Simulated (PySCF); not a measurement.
Solvent effects on NMR parameters

Molfile (atoms numbered from 1):
```
C6H14P
     RDKit          3D

 21 21  0  0  0  0  0  0  0  0999 V2000
    2.3573   -1.2600    0.3160 C   0  0  0  0  0  0  0  0  0  0  0  0
    1.6822    0.0982    0.2317 C   0  0  0  0  0  0  0  0  0  0  0  0
    0.3503    0.0489   -0.4820 C   0  0  2  0  0  0  0  0  0  0  0  0
   -0.7129    1.1393   -0.3393 C   0  0  2  0  0  0  0  0  0  0  0  0
   -0.5031    2.3673    0.5095 C   0  0  0  0  0  0  0  0  0  0  0  0
   -1.1527   -0.4613    0.3916 P   0  0  1  0  0  0  0  0  0  0  0  0
   -2.3830   -1.5611   -0.3146 C   0  0  0  0  0  0  0  0  0  0  0  0
    1.7541   -1.9751    0.8982 H   0  0  0  0  0  0  0  0  0  0  0  0
    2.5220   -1.6917   -0.6829 H   0  0  0  0  0  0  0  0  0  0  0  0
    3.3367   -1.1765    0.8065 H   0  0  0  0  0  0  0  0  0  0  0  0
    2.3146    0.8072   -0.3300 H   0  0  0  0  0  0  0  0  0  0  0  0
    1.5642    0.5344    1.2361 H   0  0  0  0  0  0  0  0  0  0  0  0
    0.3990   -0.3940   -1.4870 H   0  0  0  0  0  0  0  0  0  0  0  0
   -1.2765    1.3236   -1.2641 H   0  0  0  0  0  0  0  0  0  0  0  0
   -1.4566    2.8841    0.6829 H   0  0  0  0  0  0  0  0  0  0  0  0
   -0.0487    2.1443    1.4841 H   0  0  0  0  0  0  0  0  0  0  0  0
    0.1667    3.0601   -0.0225 H   0  0  0  0  0  0  0  0  0  0  0  0
   -1.0211   -0.5156    1.7903 H   0  0  0  0  0  0  0  0  0  0  0  0
   -2.1254   -2.6041   -0.0788 H   0  0  0  0  0  0  0  0  0  0  0  0
   -2.3845   -1.4226   -1.4055 H   0  0  0  0  0  0  0  0  0  0  0  0
   -3.3774   -1.3184    0.0876 H   0  0  0  0  0  0  0  0  0  0  0  0
  1  2  1  0
  2  3  1  0
  3  4  1  0
  4  5  1  0
  4  6  1  0
  6  7  1  0
  6  3  1  0
  1  8  1  0
  1  9  1  0
  1 10  1  0
  2 11  1  0
  2 12  1  0
  3 13  1  6
  4 14  1  6
  5 15  1  0
  5 16  1  0
  5 17  1  0
  6 18  1  1
  7 19  1  0
  7 20  1  0
  7 21  1  0
M  CHG  1   6   1
M  END
```

GIAO PBE0/pcSseg-1 in PySCF 2.14.0 with density-fitted response routines on one PBE0-D3(BJ)/def2-SVP conformer, non-relativistic, equivalent nuclei averaged. Solvents enter as an IEF-PCM continuum (chloroform with ε = 4.7, dichloromethane with ε = 8.9) around the gas-phase geometry. Shifts are referred to TMS computed in the same medium.

Gas phase, δ in ppm: C3 37.6, C4 29.6, C2 21.2, C1 15.3, C5 11.4, C7 1.1, H18 3.63, H14 2.68, H13 2.50, H11 2.37, H19/H20/H21 2.06, H15/H16/H17 1.75, H8/H9/H10 1.46, H12 1.10. Dipole moment 2.98 D.

(1) How does each δ change in the continuum?

(2) Which nuclei move most (in ppm), and what does the model miss?

## Answers

(1) 
```csv
atoms,environment,"Δδ, chloroform","Δδ, dichloromethane"
C3,three-membered-ring carbon,-1.4,-1.7
C4,three-membered-ring carbon,-1.1,-1.4
C2,sp3 CH2,+0.3,+0.3
C1,methyl carbon,+0.5,+0.5
C5,methyl carbon,+0.5,+0.6
C7,methyl carbon bonded to P,+1.1,+1.3
H18,"hydrogen on a phosphorus bonded to 3 C, in a 3-membered ring",+0.46,+0.56
H14,hydrogen on a three-membered-ring carbon,+0.04,+0.04
H13,hydrogen on a three-membered-ring carbon,+0.04,+0.05
H11,hydrogen on an sp3 CH2,-0.17,-0.22
H19/H20/H21,hydrogen on a methyl carbon bonded to P,-0.03,-0.04
H15/H16/H17,hydrogen on a methyl carbon,-0.14,-0.17
H8/H9/H10,hydrogen on a methyl carbon,-0.18,-0.21
H12,hydrogen on an sp3 CH2,+0.08,+0.10
```

Changes are relative to the gas phase. The dipole moment becomes 3.66 D in chloroform, 3.80 D in dichloromethane.

(2) C3 (three-membered-ring carbon, -1.7 ppm) in dichloromethane. A continuum only polarises the solute; specific hydrogen bonds, the anisotropy of aromatic solvents and changes of geometry or conformer are outside it, as are counter-ions.
